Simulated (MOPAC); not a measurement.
MOPAC input (PM3):

```
PM3 PRECISE GNORM=0.05 LET XYZ CHARGE=1 GEO-OK AUX(PRECISION=9) THREADS=1
BF2

F    -0.00000000 1   -0.00000000 1   -1.22923556 1
B     0.00000000 1    0.00000000 1    0.00000000 1
F     0.00000000 1    0.00000000 1    1.22923556 1
```

Output:

```
 *******************************************************************************
 **                                                                           **
 **                              MOPAC v23.2.5                                **
 **                                                                           **
 *******************************************************************************
 ** MOPAC's Digital Object Identifier: https://doi.org/10.5281/zenodo.6511958 **
 **                                                                           **
 ** Please cite the open-source release paper for use of this MOPAC version:  **
 ** J. E. Moussa and J. J. P. Stewart (2026)                                  **
 ** MOPAC: An open-source semiempirical molecular orbital program             **
 ** J. Open Source Softw., 11(119), 8025, https://doi.org/10.21105/joss.08025 **
 *******************************************************************************

                              PM3 CALCULATION RESULTS

 *******************************************************************************
 *  PM3        - The PM3 Hamiltonian to be used
 *  GEO-OK     - OVERRIDE INTERATOMIC DISTANCE AND OTHER SAFETY CHECKS
 *
 *
 *
 *                 CHARGE ON SYSTEM = +1
 *
 *
 *
 *  LET        - OVERRIDE SOME SAFETY CHECKS
 *  PRECISE    - TIGHTER CRITERIA TO BE USED
 *  XYZ        - CARTESIAN COORDINATE SYSTEM TO BE USED
 *  GNORM      - EXIT WHEN GRADIENT NORM DROPS BELOW 0.050
 *  AUX        - OUTPUT AUXILIARY INFORMATION
 *******************************************************************************
PM3 PRECISE GNORM=0.05 LET XYZ CHARGE=1 GEO-OK AUX(PRECISION=9) THREADS=1
 BF2

   ATOM   CHEMICAL          X               Y               Z
  NUMBER   SYMBOL      (ANGSTROMS)     (ANGSTROMS)     (ANGSTROMS)

     1       F         -0.00000000  *  -0.00000000  *  -1.22923556  *
     2       B          0.00000000  *   0.00000000  *   0.00000000  *
     3       F          0.00000000  *   0.00000000  *   1.22923556  *

          CARTESIAN COORDINATES

    NO.       ATOM           X           Y           Z

     1         F         -0.0000     -0.0000     -1.2292
     2         B          0.0000      0.0000      0.0000
     3         F          0.0000      0.0000      1.2292

  B: (PM3): J. J. P. STEWART, J. MOL. MOD., 10, 155-164 (2004)
  F: (PM3): J. J. P. STEWART, J. COMP. CHEM. 10, 209 (1989).

           Empirical Formula: F2 B  =     3 atoms

      MOLECULAR POINT GROUP   :   D*h

      RHF CALCULATION, NO. OF DOUBLY OCCUPIED LEVELS = 8

          Geometry optimization using EF

          DIAGONAL MATRIX USED AS START HESSIAN

 CYCLE:     1  GRAD.:    49.492 HEAT:  119.5120
 CYCLE:     2  GRAD.:   233.384 HEAT:  142.0966
 CYCLE:     3  GRAD.:    19.185 HEAT:  119.0101
 CYCLE:     4  GRAD.:     8.675 HEAT:  118.9298
 CYCLE:     5  GRAD.:     0.269 HEAT:  118.9104
 CYCLE:     6  GRAD.:     0.050 HEAT:  118.9104
 CYCLE:     7  GRAD.:     0.009 HEAT:  118.9104

     GRADIENT =  0.00850 IS LESS THAN CUTOFF =  0.05000

 -------------------------------------------------------------------------------
 PM3 PRECISE GNORM=0.05 LET XYZ CHARGE=1 GEO-OK AUX(PRECISION=9) THREADS=1
 BF2

     GEOMETRY OPTIMISED USING EIGENVECTOR FOLLOWING (EF).
     SCF FIELD WAS ACHIEVED

                              PM3 CALCULATION
                                                       MOPAC v23.2.5 Linux

          FINAL HEAT OF FORMATION =        118.91042 KCAL/MOL =     497.52119 KJ/MOL

          COSMO AREA              =         68.74 SQUARE ANGSTROMS
          COSMO VOLUME            =         50.41 CUBIC ANGSTROMS

          GRADIENT NORM           =          0.00850          =       0.00491 PER ATOM
          IONIZATION POTENTIAL    =         26.265847 EV
          HOMO LUMO ENERGIES (EV) =        -26.266 -9.318
          NO. OF FILLED LEVELS    =          8
          MOLECULAR WEIGHT        =         48.8068         POINT GROUP:  D*h

          MOLECULAR DIMENSIONS (Angstroms)

            Atom       Atom       Distance
            F     3    F     1     2.49340
            F     3    F     1     0.00000
            F     3    B     2     0.00000

          SCF CALCULATIONS        =          8

   ATOM   CHEMICAL          X               Y               Z
  NUMBER   SYMBOL      (ANGSTROMS)     (ANGSTROMS)     (ANGSTROMS)

     1       F          0.00000000  *   0.00000000  *  -1.24669913  *
     2       B         -0.00000000  *  -0.00000000  *  -0.00000043  *
     3       F         -0.00000000  *  -0.00000000  *   1.24669945  *

                             CARTESIAN COORDINATES

   1    F        0.000000000     0.000000000    -1.246699130
   2    B       -0.000000000    -0.000000000    -0.000000430
   3    F       -0.000000000    -0.000000000     1.246699454

           Empirical Formula: F2 B  =     3 atoms

      MOLECULAR POINT GROUP   :   D*h

                  EIGENVALUES
 -38.87618 -37.93943 -29.44285 -29.44285 -28.29739 -26.87830 -26.26585 -26.26585
  -9.31803  -9.07503  -9.07503  -4.24298

              NET ATOMIC CHARGES AND DIPOLE CONTRIBUTIONS

  ATOM NO.   TYPE          CHARGE      No. of ELECS.   s-Pop       p-Pop
    1          F           0.336561        6.6634     1.50817     5.15527
    2          B           0.326878        2.6731     1.07225     1.60087
    3          F           0.336561        6.6634     1.50817     5.15527
 DIPOLE           X         Y         Z       TOTAL
 POINT-CHG.    -0.000    -0.000    -0.000     0.000
 HYBRID        -0.000     0.000    -0.000     0.000
 SUM           -0.000     0.000    -0.000     0.000

          ATOMIC ORBITAL ELECTRON POPULATIONS

     Atom    s        px        py        pz
    1  F   1.50817   1.79863   1.79863   1.55801
    2  B   1.07225   0.40274   0.40274   0.79539
    3  F   1.50817   1.79863   1.79863   1.55801

 **********************
 *                    *
 * JOB ENDED NORMALLY *
 *                    *
 **********************

 == MOPAC DONE ==
```

The dipole moment of an ion depends on the origin.
